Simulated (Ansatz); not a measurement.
`[CH3][Sn]([F])([F])[F]` + `CCCCC#N` → `[CH3][Sn]([F])([F])[C]#N` + `CCCCF`  (formal exchange of groups at the Sn–F bond)

Isolated molecules relaxed with PBE0-D4/def2-TZVP in Ansatz; ΔE leaves out vibrations. CCSD(T)/CBS adds triple-zeta CCSD(T) − MP2 to the extrapolated MP2 energy (def2 sets, frozen cores). DFT in def2-TZVPP. B3LYP here is the variant with VWN-RPA as its local correlation; programs differ in this. HSE06 is defined as in plane-wave codes. def2 core potentials past Kr. For Sn outer-core shells are correlated without core-valence functions, which leaves a few kJ/mol of doubt a bond. Each species was taken in one conformer, which may not be the lowest.

```tsv
level	ΔE (kcal/mol)	difference from CCSD(T)/CBS
LDA (SPW92)	30.1	1.5
PBE-D4	29.4	0.8
BLYP-D4	28.8	0.2
r2SCAN-D4	29.9	1.3
B97M-V	30.1	1.5
PBE0-D4	29.1	0.5
B3LYP-D4	28.6	0.0
r2SCANh-D4	29.7	1.1
r2SCAN0-D4	29.5	0.9
HSE06-D4	29.0	0.4
BHLYP-D4	28.0	-0.6
CAM-B3LYP-D4	28.4	-0.2
ωB97X-V	28.1	-0.5
ωB97M-V	27.8	-0.8
B2PLYP	28.3	-0.3
PBE	29.2	0.6
revPBE	28.6	0.0
BLYP	28.2	-0.4
r2SCAN	29.8	1.2
PBE0	28.8	0.2
B3LYP	28.2	-0.4
r2SCAN0	29.4	0.8
HSE06	28.8	0.2
BHLYP	28.0	-0.6
LC-ωPBE	29.5	0.9
RPA@PBE/def2-TZVPP	23.8	-4.8
HF/def2-SVP	24.1	-4.5
MP2/def2-SVP	28.8	0.2
CCSD/def2-SVP	26.0	-2.6
CCSD(T)/def2-SVP	26.0	-2.6
MP2/def2-TZVPP	28.7	0.1
SCS-MP2/def2-TZVPP	27.4	-1.2
CCSD/def2-TZVPP	26.3	-2.3
CCSD(T)/def2-TZVPP	26.4	-2.2
HF/def2-QZVPP	27.2	-1.4
MP2/def2-QZVPP	30.3	1.7
SCS-MP2/def2-QZVPP	28.9	0.3
HF/CBS(def2)	27.3	-1.3
MP2/CBS(def2)	31.0	2.4
CCSD/CBS(def2)	28.5	-0.1
CCSD(T)/CBS	28.6	0
```

Largest T1 diagnostic among the species: 0.014.

Leaving LDA and LC-ωPBE aside and taking each functional with its dispersion term where it has one, the values spread over 2.4 kcal/mol, from ωB97M-V to B97M-V. LDA lies +0.9 kcal/mol from PBE without D4. At CCSD(T), def2-SVP lies −2.6 kcal/mol from the extrapolated value and def2-TZVPP −2.2 kcal/mol.
